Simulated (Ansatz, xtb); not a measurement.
**Ranking isomers of C3H5F3O2**

5 gas-phase structures of C3H5F3O2, from a drawn sample of its isomers (lower ones may exist). Each was relaxed with GFN2-xTB; where two conformers were screened, the lower at r2SCAN-D4/def2-SVP is listed:

A. `OCCOC(F)(F)F`, a singlet
B. `COCOC(F)(F)F`, a singlet
C. `OC[C@H](F)OC(F)F`, a singlet
D. `CO[C@H](F)OC(F)F`, a singlet
E. `FCOCOC(F)F`, a singlet

Question: Estimate their order in r2SCAN-D4/def2-SVP energy at these geometries, lowest first.

Answer: Calculated order at r2SCAN-D4/def2-SVP: A (0.0), B (3.5), C (8.7), D (9.1), E (13.0) kcal/mol. Less than 1 kcal/mol parts C and D, so the order within that pair means little.

Energies above the lowest of each column, in kcal/mol; the last columns are at PBE-D3(BJ)/def2-SVP geometries (a dash: not run or not comparable):

```
structure  GFN2-xTB  HF/STO-3G  r2SCAN-D4/def2-SVP  PBE-D3(BJ)/def2-SVP  CCSD(T)/def2-SVP + ΔMP2/def2-TZVPP
        A       2.1        5.3                 0.0                  0.0                                 0.0
        B       0.0        0.0                 3.5                  3.5                                 6.3
        C       9.7       15.5                 8.7                  8.1                                 5.5
        D       7.1        7.9                 9.1                  9.0                                 8.8
        E       6.8        9.8                13.0                 12.4                                   –
```

CCSD(T)/def2-SVP + ΔMP2/def2-TZVPP puts A lowest of those it was run on; GFN2-xTB picks B, HF/STO-3G picks B. CCSD(T)/def2-SVP + ΔMP2/def2-TZVPP orders those it was run on as A (0.0), C (5.5), B (6.3), D (8.8) kcal/mol. Less than 1 kcal/mol parts C and B, so the order within that pair means little. Some further structures that were screened fall inside this span and aren't listed. Flexible structures stand in one conformer each, not always the lowest. Frequencies (GFN2-xTB) were run for A, B, C, D alone. The ΔMP2 step shifts differences by up to 4.7 kcal/mol, which makes them less sure. ΔMP2 is the change of the MP2 energy from the smaller to the larger basis.

Over these structures GFN2-xTB departs from r2SCAN-D4/def2-SVP by 2.6 kcal/mol on average once a common shift is removed. A GFN2-xTB relaxation took about 0.058 s and the r2SCAN-D4/def2-SVP energy about 1.5 s on a shared host (Ansatz 0.2.0, xtb 6.7.1).
